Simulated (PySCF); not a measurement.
Ga(F)(OMe)(NH2) (CH5FGaNO), SMILES C[O][Ga]([NH2])[F].

The structure is a stationary point at B3LYP-D3(BJ)/def2-SVP. The structure was generated by enumeration; whether it is a known compound was not checked. Other conformers were not sampled.

Computed with HF/def2-TZVP (PySCF).

Isolated molecule, no solvent.

```
Item                                                                                                            Value
---------------------------------------------------------------------------------------------  ----------------------
total energy                                                                                      -2192.97895 hartree
highest occupied level                                                                                      -11.43 eV
lowest empty level                                                                                            2.33 eV
orbital gap                                                                                                  13.75 eV
dipole moment                                                                                                  3.82 D
quadrupole, principal values (traceless, Buckingham form, about the centre of nuclear charge)   -4.82, 0.71, 4.11 D·Å
mean static polarisability                                                                       41.6 bohr³ (6.16 Å³)
polarisability, principal values                                                               34.9, 42.4, 47.5 bohr³
```
